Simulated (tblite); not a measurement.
Compound: C3H12AsBO.
SMILES with atom numbers: `[CH3:1][CH2:2][O:3][CH2:4][BH2-:5][AsH3+:6]` (hydrogens: H7, H8, H9 on C1; H10, H11 on C2; H12, H13 on C4; H14, H15 on B5; H16, H17, H18 on As6)

Computed with GFN2-xTB (tblite), gas phase: L-BFGS steps from a force-field or distance-geometry start until the largest atomic force falls under 0.01 eV/Å.

Step 11: E = -549.1409 eV
```
atom  x, y, z in Å  |  force x, y, z in eV/Å
C1      2.7240   -0.8773    0.3541    0.028  -0.056  -0.041
C2      1.6524    0.0957    0.8151   -0.039  -0.040  -0.034
O3      0.5339    0.0807   -0.0413   -0.105  -0.055  -0.064
C4     -0.3996    1.1046    0.3003   -0.007  -0.045   0.057
B5     -1.5996    1.1618   -0.7936    0.071  -0.052   0.007
As6    -2.4369   -0.7680   -0.6345   -0.028   0.037  -0.025
H7      3.0809   -0.6060   -0.6357   -0.051  -0.006  -0.025
H8      3.5628   -0.8476    1.0467   -0.033  -0.002  -0.005
H9      2.3335   -1.8909    0.3188   -0.039   0.007  -0.014
H10     1.3360   -0.1522    1.8404   -0.017  -0.022   0.089
H11     2.0636    1.1140    0.8310    0.111   0.098   0.044
H12     0.1420    2.0554    0.4067   -0.052   0.030  -0.081
H13    -0.7950    0.8600    1.3069   -0.033   0.157   0.045
H14    -2.4982    1.8850   -0.5142   -0.051   0.023   0.088
H15    -1.2696    1.2163   -1.9296    0.078   0.036  -0.028
H16    -1.7659   -2.0381   -0.9701    0.051  -0.078  -0.016
H17    -3.6774   -1.1069   -1.3949    0.067  -0.020   0.012
H18    -2.9955   -1.2803    0.6492    0.049  -0.009  -0.009
```

Step 12: E = -549.1449 eV
```
atom  x, y, z in Å  |  force x, y, z in eV/Å
C1      2.7213   -0.8778    0.3532    0.039  -0.061  -0.047
C2      1.6514    0.0969    0.8142   -0.027  -0.054  -0.009
O3      0.5304    0.0786   -0.0392   -0.080  -0.029  -0.040
C4     -0.4015    1.1039    0.2988    0.010   0.001   0.100
B5     -1.5975    1.1655   -0.7942    0.035  -0.076   0.012
As6    -2.4348   -0.7724   -0.6355   -0.020   0.086  -0.037
H7      3.0772   -0.6073   -0.6367   -0.038   0.001  -0.038
H8      3.5601   -0.8482    1.0456   -0.026  -0.002  -0.007
H9      2.3321   -1.8917    0.3171   -0.053   0.006  -0.006
H10     1.3366   -0.1532    1.8392   -0.019  -0.012   0.106
H11     2.0695    1.1142    0.8341    0.047   0.057   0.011
H12     0.1395    2.0526    0.4055    0.006   0.100  -0.119
H13    -0.7963    0.8765    1.3086   -0.051   0.067   0.057
H14    -2.4964    1.8862   -0.5110   -0.059   0.019   0.080
H15    -1.2646    1.2230   -1.9277    0.071   0.027  -0.052
H16    -1.7675   -2.0429   -0.9696    0.071  -0.101  -0.024
H17    -3.6750   -1.1134   -1.3940    0.052  -0.020   0.002
H18    -2.9933   -1.2844    0.6466    0.043  -0.010   0.011
```

Step 13: E = -549.1481 eV
```
atom  x, y, z in Å  |  force x, y, z in eV/Å
C1      2.7192   -0.8791    0.3515    0.016  -0.039  -0.037
C2      1.6502    0.0970    0.8135   -0.007  -0.047   0.026
O3      0.5261    0.0766   -0.0374   -0.033   0.008   0.028
C4     -0.4028    1.1043    0.2992    0.012   0.051   0.097
B5     -1.5950    1.1681   -0.7943   -0.015  -0.058   0.008
As6    -2.4333   -0.7758   -0.6372    0.017   0.076  -0.040
H7      3.0732   -0.6083   -0.6385   -0.025   0.003  -0.047
H8      3.5572   -0.8487    1.0445   -0.016  -0.006  -0.012
H9      2.3299   -1.8926    0.3154   -0.058  -0.003  -0.003
H10     1.3369   -0.1543    1.8398   -0.011   0.004   0.075
H11     2.0752    1.1148    0.8367   -0.028  -0.019  -0.020
H12     0.1385    2.0523    0.4027    0.041   0.126  -0.142
H13    -0.7988    0.8927    1.3111   -0.048  -0.007   0.065
H14    -2.4952    1.8880   -0.5072   -0.042  -0.009   0.062
H15    -1.2588    1.2306   -1.9266    0.056   0.014  -0.044
H16    -1.7677   -2.0499   -0.9696    0.065  -0.073  -0.021
H17    -3.6726   -1.1204   -1.3933    0.032  -0.018  -0.009
H18    -2.9909   -1.2891    0.6448    0.043  -0.002   0.014
```

Problem. Estimate the geometry and energy of step 14. (The exact step hangs on the optimiser's Hessian estimate; all steps are aligned on step 13, rigid shifts and turns removed.)

Solution. E = -549.1509 eV, largest force 0.189 eV/Å
```
atom  x, y, z in Å  |  force x, y, z in eV/Å
C1      2.7174   -0.8809    0.3494   -0.019  -0.010  -0.020
C2      1.6490    0.0963    0.8135    0.008  -0.028   0.054
O3      0.5219    0.0753   -0.0352    0.006   0.039   0.098
C4     -0.4035    1.1061    0.3012    0.003   0.088   0.060
B5     -1.5931    1.1693   -0.7942   -0.047  -0.019   0.001
As6    -2.4320   -0.7782   -0.6394    0.060   0.027  -0.033
H7      3.0693   -0.6091   -0.6410   -0.017  -0.001  -0.044
H8      3.5545   -0.8494    1.0433   -0.004  -0.014  -0.022
H9      2.3268   -1.8936    0.3139   -0.055  -0.013  -0.004
H10     1.3370   -0.1553    1.8417    0.004   0.015   0.032
H11     2.0794    1.1148    0.8384   -0.087  -0.084  -0.039
H12     0.1388    2.0545    0.3976    0.050   0.115  -0.142
H13    -0.8021    0.9067    1.3143   -0.025  -0.048   0.060
H14    -2.4946    1.8895   -0.5031   -0.019  -0.043   0.038
H15    -1.2528    1.2378   -1.9262    0.034  -0.001  -0.014
H16    -1.7663   -2.0575   -0.9701    0.043  -0.017  -0.011
H17    -3.6703   -1.1268   -1.3933    0.017  -0.016  -0.018
H18    -2.9881   -1.2931    0.6440    0.048   0.011   0.000
```

The energy changes by -0.0028 eV. The first-order estimate −F·Δx gives -0.0038 eV and the mean of the old and new forces, exact on a quadratic surface, -0.0028 eV. The step makes an angle of 63° with the force vector and moves no atom by more than 0.015 Å.

What follows is the cost of the whole relaxation. The run took 0.72 s of wall time on one thread, Arm Neoverse V2 (aarch64), no GPU, shared host.
